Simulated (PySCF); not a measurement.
# NMR data sheet: C$_{4}$H$_{10}$OSi$_{2}$

```
Formula                               : C4H10OSi2
SMILES                                : COC1=C(C)[SiH2][SiH2]1
InChI                                 : InChI=1S/C4H10OSi2/c1-3-4(5-2)7-6-3/h6-7H2,1-2H3
Point group of the computed structure : C1
Degrees of unsaturation               : 2
Carbon signals                        : 4
Proton signals                        : 4
```

Numbering as in the mapped SMILES `[CH3:1][O:2][C:3]1=[C:4]([CH3:5])[SiH2:6][SiH2:7]1`; H(Xn) means a hydrogen on atom n.

Theory: shieldings: GIAO PBE0/pcSseg-1, GFN2-xTB geometry, in PySCF 2.14.0 with density-fitted response routines (isolated molecule, a single conformation, fast rotation and ring inversion assumed for equivalent nuclei, non-relativistic Hamiltonian).

References, each an isolated molecule treated in the same way: TMS for 1H (σref 31.72) and 13C (σref 186.93) and 29Si (σref 349.16); 17O (σref 336.08) against H2O.

| carbon | δC, type | δH (multiplicity) | HMBC from (2–3 bonds) | span of the C tensor (ppm) |
| --- | --- | --- | --- | --- |
| C1 | 59.0, CH3 | 3.93 (s) | – | 85 |
| C3 | 176.4, C | – | H(Si7), H(Si6), H(C1), H(C5) | 144 |
| C4 | 139.9, C | – | H(Si7), H(Si6), H(C5) | 183 |
| C5 | 17.9, CH3 | 1.98 (s) | H(Si6) | 38 |

Other nuclei:
| atoms | nucleus | environment | δ (ppm) | σ (ppm) |
| --- | --- | --- | --- | --- |
| H(Si7) | 1H | hydrogen on a silicon bonded to C, Si, in a 4-membered ring | 4.93 | 26.78 |
| H(Si6) | 1H | hydrogen on a silicon bonded to C, Si, in a 4-membered ring | 4.35 | 27.37 |
| Si7 | 29Si | silicon bonded to C, Si, 2 H, in a 4-membered ring | -70.0 | 419.2 |
| Si6 | 29Si | silicon bonded to C, Si, 2 H, in a 4-membered ring | -83.0 | 432.2 |
| O2 | 17O | ether oxygen | 137.5 | 198.6 |

1. Carbon types of the structure: 2 × C, 2 × CH3, leaving 4 H on heteroatoms.
2. δC 176.4: alkene carbon bearing oxygen; an sp2 carbon further deshielded by the attached heteroatom.
3. δC 139.9: β carbon of an enol-ether or enamine type C=C.
4. δC 59.0: methyl carbon bonded to O; pulled downfield by the heteroatom.
5. δC 17.9: allylic methyl carbon; saturated and bonded to C and H only.
6. δH 1.98: hydrogen on an allylic methyl carbon; allylic position.

Shifts are as computed. Against solution values, carbons near 30 ppm lie about +3 ppm off and those near 130 ppm about +5 ppm. Of 1211 compounds with measured shifts, 218 miss one by over three times the rms of a fit or turn the order of signals round; such compounds aren't used in these exercises. Experimental scales use liquid or dissolved standards, which lie at an offset from isolated H2O (liquid H2O: subtract about 36 ppm). Multiplicities follow the n + 1 count of equivalent neighbours, as no J values were calculated; m marks all less simple cases, F and P coupling included.
